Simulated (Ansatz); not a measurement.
Relaxation of CH4ClGaN2 (9 atoms, charge 0, multiplicity 1), to a largest force component of 0.015 eV/Å in at most 40 steps.

Computed with Ansatz 0.2.0, RKS PBE0-D4/def2-SVP.

```xyz
9
Properties=species:S:1:pos:R:3:forces:R:3
N -0.396 0.056 1.358 -2.59 3.78 -3.24
C -0.210 -0.359 -0.015 1.91 -1.84 10.97
N 0.996 -1.118 -0.081 0.83 3.20 -1.71
Ga 0.127 -0.620 -1.756 0.97 -0.15 -8.83
Cl -0.142 1.978 -1.768 0.25 -0.88 0.52
H 0.274 0.846 1.556 -0.35 -1.25 0.00
H -1.341 0.594 1.353 1.53 -1.25 0.58
H -1.008 -0.985 -0.353 -2.04 -0.12 0.60
H 1.788 -0.439 -0.310 -0.52 -1.48 1.11
```

Question: Where does it end, and by what steps?

Answer: It converged. The force dipped under the threshold on the way, but the program's further checks kept it going. After 23 steps the energy has fallen by 6.450 eV; Cl5 moved furthest, 2.36 Å. The start is strongly strained (largest force component 11 eV/Å), so its close contacts needn't be bonds. Parted: C2–Ga4 (1.79 → 3.21 Å).

```csv
step,energy less start (eV),largest force component (eV/Å),accepted
0,0.0000,10.966,yes
1,-2.6344,8.584,yes
2,-4.9058,2.920,yes
3,-5.7254,2.460,yes
4,-6.0347,1.213,yes
5,-6.1857,0.611,yes
6,-6.2383,0.208,yes
7,-6.2569,0.317,yes
8,-6.2718,0.107,yes
9,-6.2931,0.348,yes
10,-6.3153,0.316,yes
11,-6.3409,0.330,yes
12,-6.3680,0.350,yes
13,-6.3944,0.292,yes
14,-6.4168,0.224,yes
15,-6.4317,0.339,yes
16,-6.4382,0.329,yes
17,-6.4373,0.536,no
18,-6.4390,0.638,yes
19,-6.4496,0.027,yes
20,-6.4500,0.005,yes
21,-6.4502,0.024,yes
22,-6.4502,0.022,yes
23,-6.4502,0.005,yes
```

```xyz
9
Properties=species:S:1:pos:R:3
N -0.407 -0.026 1.693
C -0.451 -0.428 0.413
N 0.190 0.045 -0.589
Ga 0.163 -0.577 -2.732
Cl 1.684 1.125 -2.989
H 0.184 0.743 1.983
H -0.966 -0.485 2.398
H -1.131 -1.273 0.226
H 0.823 0.830 -0.420
```

Whether the end is a true minimum wasn't checked by a vibrational analysis.

Run time: 63 s on 2 threads of AMD EPYC 7R13 Processor (Zen 3), on a shared host, peak memory 0.3 GiB.
